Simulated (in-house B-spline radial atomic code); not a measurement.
## Removing the outer electron along the 11-electron series: Mg⁺ to Cl⁶⁺

All numbers come from a B-spline radial code for spherical atoms, all electrons, at the radial basis limit: mean fields, RPA and GW scalar-relativistic (one-electron X2C; non-relativistic for the lightest neutral atoms and singly charged ions), without spin-orbit coupling, Breit or QED terms, open shells spin-polarised at highest spin; Brueckner, CI + MBPT and self-energy runs four-component with Breit and QED terms. References are NIST's ionisation energies.

Columns: (a) minus the highest LDA VWN5 level; (b) minus the highest r2SCAN level; (c) r2SCAN, difference of total energies; (d) minus the highest PBE0 level; (e) B3LYP (VWN-RPA), difference of total energies; (f) minus the highest Hartree-Fock level. Each gives computed minus reference, in eV; a star marks a semi-empirical reference. Species are left out where the tabulated value is theory, is uncertain by more than 0.12 eV, or (13 ions, such as In⁴⁺, Te⁴⁺ and Bi⁴⁺) lies off its series for all methods alike, which flatters the means a little.

```json
{"species": "Mg⁺", "configuration": "[Ne] 3s1", "reference (eV)": "15.04", "(a)": "-3.03", "(b)": "-2.97", "(c)": "+0.01", "(d)": "-2.31", "(e)": "+0.47", "(f)": "-0.28"}
{"species": "Al²⁺", "configuration": "[Ne] 3s1", "reference (eV)": "28.45", "(a)": "-3.86", "(b)": "-3.76", "(c)": "-0.01", "(d)": "-2.95", "(e)": "+0.62", "(f)": "-0.34"}
{"species": "Si³⁺", "configuration": "[Ne] 3s1", "reference (eV)": "45.14", "(a)": "?", "(b)": "?", "(c)": "?", "(d)": "?", "(e)": "?", "(f)": "?"}
{"species": "P⁴⁺", "configuration": "[Ne] 3s1", "reference (eV)": "65.03", "(a)": "-5.38", "(b)": "-5.20", "(c)": "-0.07", "(d)": "-4.09", "(e)": "+0.90", "(f)": "-0.41"}
{"species": "S⁵⁺", "configuration": "[Ne] 3s1", "reference (eV)": "88.05", "(a)": "-6.10", "(b)": "-5.89", "(c)": "-0.10", "(d)": "-4.63", "(e)": "+1.03", "(f)": "-0.43"}
{"species": "Cl⁶⁺", "configuration": "[Ne] 3s1", "reference (eV)": "114.20", "(a)": "-6.82", "(b)": "-6.57", "(c)": "-0.12", "(d)": "-5.16", "(e)": "+1.15", "(f)": "-0.45"}
```

Question: What are the differences for Si³⁺?

Answer: (a) -4.63; (b) -4.49; (c) -0.04; (d) -3.53; (e) +0.77; (f) -0.38 eV.

Question: How do the methods rank over these species?

Answer: Mean absolute differences: r2SCAN, difference of total energies 0.06 eV; minus the highest Hartree-Fock level 0.38 eV; B3LYP (VWN-RPA), difference of total energies 0.82 eV; minus the highest PBE0 level 3.78 eV; minus the highest r2SCAN level 4.81 eV; minus the highest LDA VWN5 level 4.97 eV. One-signed throughout: minus the highest LDA VWN5 level (too low), minus the highest r2SCAN level (too low), minus the highest PBE0 level (too low), B3LYP (VWN-RPA), difference of total energies (too high), minus the highest Hartree-Fock level (too low). Levels of semilocal functionals lie too high since their potentials lack the −1/r tail; exact exchange restores part of it.
